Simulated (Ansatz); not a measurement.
Consider the hydrogenolysis of a C–S bond: `[SiH3]C#CS[SiH3]` + H₂ → `C#C[SiH3]` + `[SiH3]S`.

Isolated molecules relaxed with PBE0-D4/def2-TZVP in Ansatz; ΔE leaves out vibrations. CCSD(T)/CBS is the MP2 limit (def2-TZVPP, def2-QZVPP) plus CCSD(T) − MP2 in def2-TZVPP, frozen cores. This one scheme is used for every species. DFT in def2-TZVPP.

```
             level  ΔE (kJ/mol)
               PBE        -39.7
SCS-MP2/def2-TZVPP        -47.8
```

Question: What does CCSD(T)/CBS give? (Best estimate.)

Answer: Computed: -51.7 kJ/mol. The listed levels differ from it by 12.0, 3.9 kJ/mol.

Largest T1 diagnostic among the species: 0.013.

The D4 term adds +12.1 kJ/mol with B3LYP and +6.9 kJ/mol with PBE0; it sums over pairs of atoms, weighted by their polarisabilities, and B3LYP, whose exchange is more repulsive, gets the larger term. In def2-TZVPP, CCSD(T) changes the Hartree–Fock value by +28.1 kJ/mol (the triples alone add +8.3 kJ/mol) and MP2 by +41.3 kJ/mol. From PBE to PBE0 (25 % exact exchange), in def2-TZVPP and without D4, ΔE moves by −8.4 kJ/mol.

B3LYP here is the variant with VWN-RPA as its local correlation; programs differ in this.
